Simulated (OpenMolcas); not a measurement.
## Cr2+: ligand-field states by method

Cr2+ with its 6 nearest fluoride ions at 2.076 Å, on the Li site of LiF (a = 4.028 Å, distance in the model lattice 2.014 Å). The rest of the host is ab initio model potentials to 7.6 Å and point charges beyond; the distance is set by hand and nothing relaxes, and no local charge compensation is placed. Ligand basis ANO-RCC-VDZP.

```yaml
Program: OpenMolcas 26.06
Basis: ANO-RCC-VDZP [5s4p2d1f]
Scalar_Hamiltonian: DKH2, point nucleus
Active_space: 4 electrons in 5 orbitals (3d)
State_averaging: 2S+1 = 5 even, 5 roots; 2S+1 = 3 even, 45 roots; 2S+1 = 1 even, 50 roots
Spin-orbit_coupling: RASSI with atomic mean-field integrals over the reference wave functions
```

I. CASSCF
II. SS-CASPT2, IPEA 0.25 Eh, imaginary shift 0.1 Eh (closed shells correlated: 3s 3p and the ligand valence shells)

Spin-free states (labels of O, the rotations of Oh) in cm-1, each column counted from its own energy of the first state listed:

| State | Degeneracy | I | II |
| --- | --- | --- | --- |
| 5E | 2 | 0 | 0 |
| 3T1 | 3 | 10472 | 7350 |
| 5T2 | 3 | 11395 | 13000 |
| 3E | 2 | 19653 | 17140 |
| 3T1 | 3 | 20330 | 16700 |
| 1T2 | 3 | 20412 | 15300 |
| 3T2 | 3 | 21146 | 17490 |
| 1E | 2 | 21541 | 16940 |
| 3A2 | 1 | 23236 | 19230 |
| 3A1 | 1 | 23547 | 19400 |
| 1A1 | 1 | 26797 | 19810 |
| 3E | 2 | 27264 | 22780 |
| 1A2 | 1 | 29419 | 25550 |
| 1T2 | 3 | 29494 | 24940 |
| 3T1 | 3 | 29896 | 27760 |
| 1T1 | 3 | 31327 | 26180 |
| 3T2 | 3 | 31575 | 29820 |
| 3T1 | 3 | 32718 | 31660 |
| 1E | 2 | 35148 | 28730 |
| 3E | 2 | 37557 | 33840 |

From I to II, I's first state of the same spin (5T2) moves from 11395 to 13000 cm-1, by about +1600 cm-1.

From I to II, I's first state of another spin (3T1) moves from 10472 to 7350 cm-1, by about -3100 cm-1.

I: A least-squares ligand-field fit to the states below 45000 cm-1, each weighted by its degeneracy and with a free common offset, gives 10Dq = 11803 cm-1, B = 1004 cm-1 and C = 3706 cm-1 (C/B = 3.69), with an rms deviation of 199 cm-1. The same method and metal basis give the free ion B = 1014 cm-1 (fit to its terms below 60000 cm-1, rms deviation 81 cm-1), so the nephelauxetic ratio is β = 1004 / 1014 = 0.99; it hangs on how both fits weigh the states, and computed free-ion B values tend to be too large, so β mixes covalency with correlation.

χT at 300 K: I 2.97, II 2.97 cm3 K/mol.

Roots that are degenerate in the reference are averaged as groups; the widest CASPT2 spread within a group is 120 cm-1 (the 2-fold group of multiplicity 1 near 28700 cm-1 above the lowest state of its run, II). Shifts and gaps below about the spread of the groups concerned are not significant. Over all roots computed the reference weight is 0.74 to 0.76 in II; a low but even weight reflects the number of correlated electrons. An orbital doublet at a regular site is open to a Jahn-Teller distortion, which this geometry leaves out. Ligand-to-metal charge-transfer states are missing. With no ligand orbital active B as a rule stays too high, so bands that hang on it stand too high and its fall with covalency is understated. Without dynamic correlation the repulsion within the d shell is too large (B by tens of per cent), so at a given field states of lower spin stand too high (holds for I). With metal d orbitals alone and no dynamic correlation 10Dq can be off by a tenth to a fifth, either way, in oxide and fluoride hosts (holds for I). This shell can be high or low spin here, a state of another spin lies low, and with metal d orbitals alone active their balance is uncertain, so the ground spin may be wrong (holds for II). These CASPT2 states fit no ligand-field parameters well, so their order and spin gaps are uncertain (holds for II). With one d shell and no ligand orbital active, 10Dq can be off by tens of per cent for divalent 3d ions, low with halides held by bare charges and at times high in hosts (holds for II). Free-ion shares, where given, are those of the reference states; single-state CASPT2 does not remix them (holds for II). No measured value stands beside these numbers; the geometry was set by hand and not optimised.
